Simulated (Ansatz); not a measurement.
Input file for Ansatz (an electronic-structure program): R-CCSD(T)/def2-SVP on H2OSeTe (SMILES O[Te][SeH]), a point of a torsion scan. Elements past Kr take the def2 small-core potentials; no spin–orbit coupling. The run froze 24 orbitals, filled d shells among them.

Ansatz 0.2 input:
```yaml
crystal:
  periodic: [false, false, false]
  atoms:
    - {symbol: O, position_ang: [-1.32967141, 0.54041480, -0.39486346]}
    - {symbol: Te, position_ang: [-0.17225696, -0.89910622, -1.11021049]}
    - {symbol: Se, position_ang: [1.56450709, -0.78030131, 0.67040294]}
    - {symbol: H, position_ang: [-1.91317773, 0.21898705, 0.29311563]}
    - {symbol: H, position_ang: [2.70170961, -0.45161679, -0.16094065]}
basis:
  gaussian:
    orbitals: def2-SVP
magnetization: {spin_polarized: false}
correlation: {method: ccsd_t, electrons: outside_noble_gas}
scf: {lower_state_search: off}
```

It printed:

```
WARN ansatz: RAYON_NUM_THREADS=1 ignored (pool sized by the plan → 1); use --threads N
Functional definition: HF
these checks for a lower state are left out or cut short: stability, starts, cluster_reference, orbital_swaps, neighbouring_geometries, increment
integrals: 0.08 GiB planned
873 factors; integrals over basis functions are off by at most 1.1e-3 eV
mean field: 0.28 GiB planned
mean field evaluation 1: about -74624.6882 eV, gradient 3.2e1 eV
mean field evaluation 2: about -74624.7853 eV, gradient 3.2e1 eV
mean field evaluation 4: about -74627.0143 eV, gradient 2.5e0 eV
mean field evaluation 8: about -74627.0490 eV, gradient 2.0e-1 eV
mean field -74627.04948650 eV, -2742.4934845978 hartree, gradient 1.7e-6 eV, S^2 0.000000; 0 other end points of the search recorded, 0 dependent functions left out
24 core orbitals not correlated
reference -74627.04948650 eV, -2742.4934845978 hartree; 10, 10 occupied and 48, 48 virtual orbitals, 873 factors
second order -11.09675975 eV of doubles, -0.00000000 eV of singles
coupled cluster: 0.15 GiB planned
cycle   1  -11.47896090 eV  change   -3.8e-1 eV  update   9.4e-2
cycle   2  -11.79480398 eV  change   -3.2e-1 eV  update   3.1e-2
cycle   3  -11.88969724 eV  change   -9.5e-2 eV  update   1.9e-2
cycle   4  -11.88756644 eV  change    2.1e-3 eV  update   5.6e-3
cycle   5  -11.88603165 eV  change    1.5e-3 eV  update   3.0e-3
cycle   6  -11.88632389 eV  change   -2.9e-4 eV  update   1.1e-3
cycle   7  -11.88586991 eV  change    4.5e-4 eV  update   4.1e-4
cycle   8  -11.88581633 eV  change    5.4e-5 eV  update   1.5e-4
cycle   9  -11.88587157 eV  change   -5.5e-5 eV  update   6.5e-5
cycle  10  -11.88586034 eV  change    1.1e-5 eV  update   2.7e-5
cycle  11  -11.88586109 eV  change   -7.5e-7 eV  update   1.2e-5
perturbative correction -0.34145826 eV, -0.0125483595 hartree
Total energy: -74639.27680585 eV, -2742.9428302960 hartree
Checks for a lower state left out: stability, starts, cluster_reference, orbital_swaps, neighbouring_geometries, increment
```

The calculation finished and met its thresholds.

Cost: around 2.9 core-seconds (rough).
